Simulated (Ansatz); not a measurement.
## Two structures, one formula

Two isomers of H3TeSO (charge +1), singlet, relaxed at PBE0-D4/def2-TZVP (vibrations not checked).

A:

```
6
angstrom
S -1.2149 -0.1991 -1.0618
O 0.1646 -0.4164 -0.0602
Te 0.8262 0.7994 1.5238
H -1.9742 -1.0816 -0.3809
H 0.8155 -1.0203 -0.4506
H 1.3826 1.9180 0.4297
```

B:

| atom | x (Å) | y (Å) | z (Å) |
| --- | --- | --- | --- |
| O1 | 1.0806 | -0.8412 | 1.3784 |
| S2 | 0.7825 | -0.8011 | -0.2081 |
| Te3 | -1.2716 | 0.4887 | -0.2405 |
| H4 | -2.1237 | -0.5613 | -1.2121 |
| H5 | -0.9038 | 1.4463 | -1.5538 |
| H6 | 1.7355 | -0.1666 | 1.6148 |

Ansatz 0.2.0; basis: def2-TZVPP; cores frozen in the correlated methods. Filled d shells of the heavier atoms are correlated. Core potentials replace the inner electrons of the atoms past krypton. The def2 sets are not built for correlating such inner shells, so the correlated values are less sure here. B3LYP uses VWN-RPA correlation.

(1) Which structure is lower at CCSD(T), and by how much? (To be estimated.)

The T1 diagnostic stays at or below 0.015. The restricted Hartree–Fock reference is unstable towards an unrestricted one at one or more of these structures.

Results:

(1) The calculation gives: B, by 0.628 eV (electronic energy, against the other). By their contacts, A is H₃TeSO ([SH][OH][TeH]), total charge +1 and B is H₃TeSO ([OH][S][TeH2]), total charge +1.

All methods give the same order:

| method | E(B) − E(A) (eV) |
| --- | --- |
| PBE-D4 | -0.965 |
| r2SCAN-D4 | -0.941 |
| PBE0-D4 | -0.842 |
| B3LYP-D4 | -0.687 |
| wB97M-V | -0.544 |
| HF | -0.264 |
| MP2 | -0.635 |
| CCSD | -0.539 |
| CCSD(T) | -0.628 |

Labels in which every atom is bracketed show which atoms are joined, not bond orders.
